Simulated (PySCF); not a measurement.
Excitations are Tamm–Dancoff values on a coarser integration grid. The basis has no diffuse functions, so Rydberg states are missing or too high.

Cartesian coordinates (Å):
SMILES: C[S@](=O)[SiH2]O
```xyz
11

C      1.6404    -0.0091    -0.2203
S      0.4411     0.4067     1.0630
O      0.0488    -0.8971     1.7337
Si    -1.3502     0.5757    -0.2804
O     -1.8399    -0.9678    -0.1608
H      1.8608     0.8916    -0.7971
H      2.5409    -0.3535     0.2895
H      1.2531    -0.7984    -0.8659
H     -2.2791     1.5719     0.3049
H     -0.9636     0.9527    -1.6616
H     -1.3522    -1.3727     0.5951
```
Charge 0, spin multiplicity 1.

Task: Give the S1–T1 gap (TDA), HOMO–LUMO gap and S1 excitation (TDA) at the level PBE0-D4/def2-TZVP (PySCF 2.14.0).

Result: 
| Item | Value |
|---|---|
| S1–T1 gap (TDA) | 0.55 eV |
| HOMO–LUMO gap | 6.39 eV |
| S1 excitation (TDA) | 4.81 eV |
